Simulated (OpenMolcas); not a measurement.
**Levels of Zr2+ by method**

```json
{
 "Program": "OpenMolcas 26.06",
 "Basis": "ANO-RCC-VTZP [7s6p4d2f1g]",
 "Scalar Hamiltonian": "DKH2, point nucleus",
 "Active space": "2 electrons in 9 orbitals (RAS2 4d 5s; RAS3 5p, at most 2 electrons)",
 "State averaging": "2S+1 = 3 even, 15 roots; 2S+1 = 1 even, 21 roots kept (CI in the orbitals of an earlier block); 2S+1 = 3 odd, 18 roots; 2S+1 = 1 odd, 18 roots kept (CI in the orbitals of an earlier block)",
 "Spin-orbit coupling": "RASSI with atomic mean-field integrals over the reference wave functions, term energies averaged over their components"
}
```

Methods on the same reference wave functions:
A. RASSCF
B. SS-RASPT2, IPEA 0.25 Eh, imaginary shift 0.1 Eh (closed shells correlated: 4s 4p)
C. MS-RASPT2, IPEA 0.25 Eh, imaginary shift 0.1 Eh (closed shells correlated: 4s 4p)

Energies in cm⁻¹ above 4d² ³F₂, the measured ground level; measured values from Moore, Atomic Energy Levels, vol. II, NSRDS-NBS 35 (1971 reprint of NBS Circular 467, 1952); NIST levels as listed in Rynkun, Gaigalas and Jonsson, Astron. Astrophys. 637, A10 (2020).

| Level | A | B | C | Measured |
| --- | --- | --- | --- | --- |
| 4d² ³F₂ | 0.0 | 0.0 | 0.0 | 0.0 |
| 4d² ³F₃ | 685 | 703 | 704 | 681 |
| 4d² ³F₄ | 1512 | 1526 | 1527 | 1486 |
| 4d² ¹D₂ | 7190 | 5400 | 5390 | 5742 |
| 4d² ³P₀ | 10132 | 8470 | 8470 | 8062 |
| 4d² ³P₁ | 10395 | 8750 | 8750 | 8326 |
| 4d² ³P₂ | 10909 | 9260 | 9260 | 8838 |
| 4d² ¹G₄ | 14083 | 11490 | 11490 | 11049 |
| 4d 5s ³D₁ | 18980 | 18380 | 18380 | 18399 |
| 4d 5s ³D₂ | 19373 | 18770 | 18770 | 18803 |
| 4d 5s ³D₃ | 20030 | 19430 | 19430 |  |
| 4d 5s ¹D₂ | 27498 | 24970 | 24990 | 25066 |
| 4d² ¹S₀ | 30805 | 23520 | 23520 | 23979 |
| 5s² ¹S₀ | 50414 | 49330 | 49330 | 48507 |
| 4d 5p ¹D°₂ | 51397 | 53570 | 53570 |  |
| 4d 5p ³F°₂ | 53361 | 55210 | 55210 | 55556 |
| 4d 5p ³D°₁ | 53616 | 55610 | 55610 | 55614 |
| 4d 5p ³F°₃ | 53982 | 55760 | 55760 | 56075 |
| 4d 5p ³D°₂ | 54284 | 56310 | 56310 | 56436 |
| 4d 5p ³D°₃ | 55071 | 57060 | 57060 | 57347 |
| 4d 5p ³F°₄ | 55246 | 57010 | 57010 | 57681 |
| 4d 5p ³P°₁ | 58012 | 59280 | 59250 | 59697 |
| 4d 5p ³P°₀ | 58091 | 59460 | 59440 | 59945 |
| 4d 5p ³P°₂ | 58552 | 59930 | 59900 | 60356 |

Deviations, from unrounded energies. A percentage is the sum of absolute deviations over the sum of measured energies, with the sign that they share, or ± where signs differ.

```json
{"Against measurement": "mean absolute deviation (cm-1)", "Levels": "21", "A": "2000", "B": "310", "C": "320"}
{"Against measurement": "fine structure of the ground term (%)", "Levels": "2", "A": "+1.3", "B": "+2.8", "C": "+2.9"}
{"Against measurement": "other terms of the ground configuration (%)", "Levels": "6", "A": "+26.5", "B": "±3.8", "C": "±3.8"}
{"Against measurement": "other configurations (%)", "Levels": "13", "A": "±3.8", "B": "±0.6", "C": "±0.7"}
```

B, C lie about equally close to measurement and A furthest from it. The largest miss of B in the table is 5s² ¹S₀, by +820 cm-1. The ranking rests on the paired levels alone, and a cruder setting can come out closer through cancelling errors.

Between B and C the level of the table that moves most is 4d 5p ³P°₁, by 38 cm-1 (lowest in C, highest in B). Moves below CASPT2's spread within the term are not significant.

The two smallest mean deviations differ by little beside CASPT2's spread within terms, so their order carries little weight.

From A to B the spin-free energies of the other terms of 4d² shown, above ³F, scale by factors of 0.71 to 0.83, as is usual when dynamic correlation screens the repulsion within a d or f shell.

The lowest spin-free term lies below A's lowest term by 0.256 hartree in B, 0.256 hartree in C.

CASPT2 breaks the degeneracy within a term, and the mean is taken; among the terms shown or strongly mixed into the levels shown the widest spread is 700 cm-1 (4d² ¹G, C). Terms from blocks run as CI alone lack orbitals of their own. A single d shell beside an s shell can misplace configurations of different d count against each other. Without dynamic correlation excited terms often stand tens of per cent too high (terms of higher spin than the ground term too low), and those without a measured partner can miss by more than the paired ones (holds for A). Measured partners are found by configuration, term and J. A level has none where our copy of the source lacks it or the pairing is in doubt (some pairs that miss far off the trend of their configuration count as doubtful), and it then counts in no deviation. Only configurations of the active space appear. The table leaves out levels that lie high or whose names do not pair safely across all columns.

° marks odd parity.
